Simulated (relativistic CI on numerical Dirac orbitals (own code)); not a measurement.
## Line list: Electric-dipole lines, Zr14+

Computed by Dirac-Coulomb-Breit CI, separate exchange-only KLI orbitals for each configuration, QED by a radiative potential, unscaled Slater integrals (own radial code, finite nucleus).

Configuration list (outside the closed core [Ne]): 3s²3p⁶3d⁸, 3s²3p⁵3d⁹, 3s²3p⁴3d¹⁰, 3s3p⁶3d⁹, 3s²3p⁶3d⁷4s, 3p⁶3d¹⁰, 3s²3p⁶3d⁷4p, 3s3p⁵3d¹⁰, 3s²3p⁶3d⁷4d, 3s²3p⁶3d⁶4s², 3s²3p⁶3d⁷4f, 3s²3p⁶3d⁶4s4p, 3s²3p⁵3d⁸4s, 3s²3p⁶3d⁷5s, 3s²3p⁶3d⁶4p², 3s²3p⁶3d⁷5p. Levels of other configurations are missing.

```
λ vac (nm)                  Lower                   Upper   A (s⁻¹)  log gf  S velocity/length
    5.2420      3s²3p⁶3d⁸ ³F3 [2]  3s²3p⁶3d⁷4p ³G°4 [108]  1.98e+11   -0.13               0.97
    5.2440      3s²3p⁶3d⁸ ³F4 [1]   3s²3p⁶3d⁷4p ³G°5 [91]  1.89e+11   -0.07               0.97
    5.2813      3s²3p⁶3d⁸ ³F4 [1]   3s²3p⁶3d⁷4p ³F°4 [85]  1.71e+11   -0.19               0.94
    5.3211      3s²3p⁶3d⁸ ¹G4 [8]  3s²3p⁶3d⁷4p ¹G°4 [134]  4.44e+11    0.23               0.89
    7.3785      3s²3p⁶3d⁸ ¹G4 [8]     3s²3p⁵3d⁹ ¹F°3 [21]  7.74e+11    0.65               0.67
    7.5165      3s²3p⁶3d⁸ ³F3 [2]     3s²3p⁵3d⁹ ³P°2 [19]  2.15e+11   -0.04               0.72
    7.8649      3s²3p⁶3d⁸ ³F4 [1]     3s²3p⁵3d⁹ ³D°3 [16]  3.24e+11    0.32               0.70
    7.8736      3s²3p⁶3d⁸ ³F2 [3]     3s²3p⁵3d⁹ ³D°1 [17]  4.07e+11    0.05               0.71
    7.9772      3s²3p⁶3d⁸ ³F3 [2]     3s²3p⁵3d⁹ ³D°3 [16]  9.63e+10   -0.19               0.74
    8.1545      3s²3p⁶3d⁸ ³F3 [2]     3s²3p⁵3d⁹ ³D°2 [13]  2.25e+11    0.05               0.71
    8.2786      3s²3p⁶3d⁸ ³F4 [1]     3s²3p⁵3d⁹ ³F°3 [12]  1.28e+11   -0.04               0.72
    8.5894      3s²3p⁶3d⁸ ³F4 [1]     3s²3p⁵3d⁹ ³F°4 [10]  1.24e+11    0.09               0.76
    8.6048      3s²3p⁶3d⁸ ³F2 [3]     3s²3p⁵3d⁹ ¹D°2 [11]  1.22e+11   -0.17               0.79
    11.588    3s²3p⁵3d⁹ ³F°4 [10]      3s3p⁶3d⁹ ³D3 [158]  1.10e+11    0.19               0.74
    27.447  3s²3p⁶3d⁷4p ⁵G°6 [68]   3s²3p⁶3d⁷4d ⁵H7 [178]  4.14e+10    0.85               0.99
    27.489  3s²3p⁶3d⁷4p ⁵G°5 [78]   3s²3p⁶3d⁷4d ⁵H6 [192]  4.05e+10    0.78               0.99
    39.279   3s²3p⁶3d⁷4s ⁵F5 [22]   3s²3p⁶3d⁷4p ⁵G°6 [68]  1.07e+10    0.51               0.96
    39.930   3s²3p⁶3d⁷4s ³G5 [33]  3s²3p⁶3d⁷4p ³H°6 [102]  8.98e+09    0.45               0.99
    40.118   3s²3p⁶3d⁷4s ³F4 [25]   3s²3p⁶3d⁷4p ⁵G°5 [78]  8.27e+09    0.34               0.97
    40.495   3s²3p⁶3d⁷4s ³H6 [39]  3s²3p⁶3d⁷4p ³I°7 [118]  1.00e+10    0.57               0.99
```

Terms are leading LS components. Brackets give the number of a level in order of energy, since labels repeat. The list gives strong lines, with weight on those to low levels, among the lowest 200 of 1633 levels, so that lines to higher ones, which can be the strongest, are missing. Levels whose partners in the same complex of configurations lie outside the list can be far off, and so can their lines. Rates are taken at the computed energies, electric ones in the length gauge. A velocity-to-length ratio far from 1 marks an uncertain rate.

At this charge energies of transitions that change n are usually good to better than 1 %, and those within a shell (Δn = 0) to a few per cent. Terms inside the open d or f shell come out 10 to 20 % too wide with unscaled integrals.

LS names give the leading component of a level, which can be under half, so a name can repeat, a term be missing and a line seem to break the LS rules.
